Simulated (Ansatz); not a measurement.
**FGaHNS: where a starting geometry ends**

The starting geometry of this gas-phase singlet was optimised with GFN2-xTB.

```xyz
5

F    -4.4876    2.9577   -0.4982
Ga   -3.5870    1.3973   -0.5414
N    -2.2201    0.5726    0.6822
S    -1.4372   -0.7271    0.5109
H    -2.2175   -1.7118    1.1567
```

Q: Where would you expect an optimisation with r2SCAN-D4/def2-SVP to take it?

A: It keeps its bonds.

The energy falls by 0.33 eV over 9 steps:

```
step  E − E(last) (eV)
   1             0.327
   2             0.122
   3             0.099
   4             0.008
   5             0.004
   6             0.001
   7             0.000
   8             0.000
   9             0.000
```

Final geometry (Å):

```xyz
5

F    -4.3480    2.8996   -0.3317
Ga   -3.5753    1.3546   -0.6583
N    -2.4196    0.5782    0.5263
S    -1.4314   -0.6717    0.5845
H    -2.1751   -1.6719    1.1894
```

Frequencies at the end are all real (lowest 95 cm⁻¹). Run with Ansatz 0.2.0, 22 s on 1 thread of Intel(R) Xeon(R) Platinum 8488C (Sapphire Rapids) (shared host).
